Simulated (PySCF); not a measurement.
# Bond lengths and vibrations by method: B2ClH3N cation

All numbers below are calculated, not measured. The program is PySCF 2.14.0, an open-source quantum chemistry code, run on an isolated molecule that a program drew, which may never have been made. The molecule is B2ClH3N cation (charge +1, singlet), drawn as the SMILES string `N[B+]BCl`.

The geometry was optimised and harmonic frequencies were computed with HF and MP2, all in the cc-pV(D+d)Z basis, for the commonest isotopes, with a restricted reference for singlets and an unrestricted one otherwise, and a frozen core in MP2. Each result is a local minimum of its method.

Geometry at the HF minimum:
```xyz
7
B2ClH3N cation, angstrom
N     0.6031   -0.0503   -1.4022
B     1.6862   -0.6026   -0.8919
B     3.0848   -1.3295   -0.1946
Cl    2.9143   -1.8490    1.4321
H    -0.2556    0.0583   -0.8803
H     0.5568    0.3020   -2.3482
H     4.0787   -1.4449   -0.8286
```

Lengths of the bonds as drawn, in Å (atoms numbered as above):
| bond | HF | MP2 |
|---|---|---|
| N1-B2 | 1.319 | 1.335 |
| B2-B3 | 1.724 | 1.713 |
| B3-Cl4 | 1.716 | 1.713 |
| N1-H5 | 1.011 | 1.026 |
| N1-H6 | 1.011 | 1.026 |
| B3-H7 | 1.185 | 1.195 |

Rotational constants, in GHz:
```
constant,HF,MP2
A,26.69,25.58
B,2.382,2.422
C,2.187,2.212
```

Harmonic frequencies in cm^-1, each column in rising order, so a row needn't be the same motion in every method:
```
rank    HF   MP2
   1   116    94
   2   185   206
   3   308   285
   4   392   369
   5   663   620
   6   683   651
   7   806   768
   8   880   806
   9   926     ?
  10  1135  1095
  11  1575  1462
  12  1776  1680
  13  2841  2760
  14  3686  3506
  15  3779  3608
```

**Estimate the missing MP2 frequency from the HF column.**

A single factor s that minimises the squared misfit of MP2 against s times HF over the other rows is sum(HF x MP2) / sum(HF^2) = 0.9540, with an rms misfit of 23 cm^-1. For rank 9 it gives 0.9540 x 926 = 883 cm^-1. The calculation gives 917 cm^-1, 34 cm^-1 above the estimate. The drawn bonds are on average 0.7 % longer in MP2 than in HF.
